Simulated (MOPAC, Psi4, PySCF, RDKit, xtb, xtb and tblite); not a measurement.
Two geometries of SMILES B(O)([SiH2]CSC)O (C2H9BO2SSi), singlet, relaxed at GFN2-xTB with one dihedral held; other torsions can differ between them too.

Structure A

```
16

C      1.9860     4.2316    -1.4076
S      3.5129     3.3411    -0.9911
C      3.0857     2.8023     0.6995
Si     1.7204     1.4352     0.7962
B      1.3846     0.5498    -0.9448
O      2.0282     0.7770    -2.1158
O      0.4001    -0.3782    -0.9521
H      1.1388     3.5523    -1.3578
H      2.1040     4.6160    -2.4155
H      1.8543     5.0533    -0.7090
H      4.0263     2.4256     1.0962
H      2.8352     3.7006     1.2597
H      2.1789     0.5648     1.8902
H      0.5476     2.1471     1.3436
H      2.7204     1.4481    -2.1097
H      0.2539    -0.8017    -1.8018
```

Structure B

```
16

C      2.0561     4.0730    -1.4645
S      3.5682     3.2489    -0.8937
C      3.0653     2.7577     0.7909
Si     1.6332     1.4658     0.8269
B      1.9989     0.0461    -0.5040
O      2.8395     0.1575    -1.5630
O      1.3476    -1.1295    -0.3534
H      1.2584     3.3465    -1.5876
H      2.2935     4.5370    -2.4165
H      1.7731     4.8308    -0.7399
H      3.9726     2.3391     1.2231
H      2.8357     3.6729     1.3335
H      1.5656     1.0755     2.2429
H      0.4012     2.2520     0.6050
H      3.3065     0.9939    -1.6654
H      1.5537    -1.7884    -1.0213
```

Which is lower in energy at the level PBE0-D3(BJ)/def2-SVP // GFN2-xTB in Psi4 1.11, and by how much?

B is lower, by 0.89 kcal/mol (dihedral S2–C3–Si4–B5: 15° in A, 45° in B).

E(B) − E(A) in kcal/mol at the other levels, on the same two geometries: GFN2-xTB (xtb and tblite) -0.57; PBE0/def2-SVP // GFN2-xTB (Psi4) -0.97; PBE/def2-SVP // GFN2-xTB (Psi4) -0.90; PBE-D3(BJ)/def2-SVP // GFN2-xTB (Psi4) -0.80; UFF // GFN2-xTB (RDKit) -3.80; AM1, restricted, heats of formation // GFN2-xTB (MOPAC) -0.13; PM6, restricted, heats of formation // GFN2-xTB (MOPAC) -0.64; GFN1-xTB // GFN2-xTB (xtb) -0.82; restricted B3LYP/6-31G*, spherical d, density fitting // GFN2-xTB (PySCF) -0.95; restricted LDA (SVWN5)/6-31G*, spherical d, density fitting // GFN2-xTB (PySCF) -0.51; restricted BP86/6-31G*, spherical d, density fitting // GFN2-xTB (PySCF) -0.87; restricted B3LYP/6-311+G**, spherical d, density fitting // GFN2-xTB (PySCF) -1.24.
